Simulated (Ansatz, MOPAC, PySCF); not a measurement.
Species: SnO2H (charge +1, singlet). SMILES: [O]=[Sn]=[OH+]
Geometry: optimised at B3LYP-D3(BJ)/def2-TZVP (Ansatz, an electronic-structure program).

Unscaled harmonic wavenumbers (cm⁻¹) in rising order, each level at the stationary point that it reaches from this structure (no distance between atoms moves by over 0.3 Å); the order of modes can differ between levels, and a negative number is imaginary. B3LYP-D3(BJ)/def2-TZVP (PySCF, at the structure above): 136, 163, 664, 851, 909, 3681.

PM3 (MOPAC): 75, 169, 618, 886, 1041, 3934. Zero-point energy 9.6 against 9.2 kcal/mol; where all levels lie over 400 cm⁻¹, the wavenumbers are on average 1.046 times those of B3LYP-D3(BJ)/def2-TZVP.

HF/6-31G* with LANL2DZ past Ar (Ansatz): 120, 138, 653, 733, 895, 4025. Zero-point energy 9.4 against 9.2 kcal/mol; where all levels lie over 400 cm⁻¹, the wavenumbers are on average 0.981 times those of B3LYP-D3(BJ)/def2-TZVP.

B3LYP/6-31G* with LANL2DZ past Ar (Ansatz): 114, 150, 631, 824, 896, 3684. Zero-point energy 9.0 against 9.2 kcal/mol; where all levels lie over 400 cm⁻¹, the wavenumbers are on average 0.976 times those of B3LYP-D3(BJ)/def2-TZVP.
